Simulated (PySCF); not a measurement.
CaO: from constants to spectrum

PBE0 constants of CaO, ¹Σ⁺ (singlet), closed shell (PySCF, spin-free X2C with a Gaussian nucleus, basis sets Ca x2c-TZVPall, O x2c-TZVPall; masses 39.9626 and 15.9949 u):

| Item | Value |
| --- | --- |
| ωe | 785.2 cm⁻¹ |
| ωexe | 2.97 cm⁻¹ |
| Be | 0.45197 cm⁻¹ |
| αe | 0.00236 cm⁻¹ |
| D (centrifugal) | 5.99e-07 cm⁻¹ |
| De to Ca + O | 4.05 eV |

(1) Give the band origin of the fundamental and the first lines of its P and R branches.

(2) Near which J would the R branch turn back, without centrifugal distortion?

Results:

(1) ν0 = ωe − 2ωexe = 779.3 cm⁻¹, B0 = 0.45079, B1 = 0.44843 cm⁻¹.

```tsv
J″	P(J″) − ν0	R(J″) − ν0
0		0.897
1	-0.902	1.789
2	-1.808	2.676
3	-2.719	3.559
4	-3.634	4.437
5	-4.555	5.310
6	-5.480	6.178
```

(2) At J ≈ (B0 + B1)/(2(B0 − B1)) − 1 ≈ 190.
